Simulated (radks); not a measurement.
Problem. These are the eigenvalues of the occupied orbitals of an atom or ion with whole-number occupations (eV). Calculated with a radial shooting solver on a logarithmic mesh with Libxc functionals: scalar-relativistic Kohn-Sham, PBEsol, spin-unpolarised, spherical densities, finite nucleus; Fermi nuclear charge, rms radius of each element as measured or else 0.836 A^(1/3) + 0.57 fm.

1s: -27752.57
2s: -4168.004
2p: -3743.327
3s: -802.4385
3p: -663.3604
3d: -447.2208
4s: -134.0413
4p: -92.5645
4d: -32.9810
5s: -20.1706
4f: -2.4748

Which element is it, and in what charge state? The configuration may be excited.

Solution. Z = 49, indium, charge +1: In+ in [Kr] 4d10 5s1 4f1. The list shows which subshells hold electrons but not how many an open one holds; the 1s level, -1019.9 hartree, gives Z - s = 45.2 by -(Z - s)^2/2, which with screening and relativity narrows Z to a few neighbours, and the depths of the outer levels then fix element, charge and occupations together.
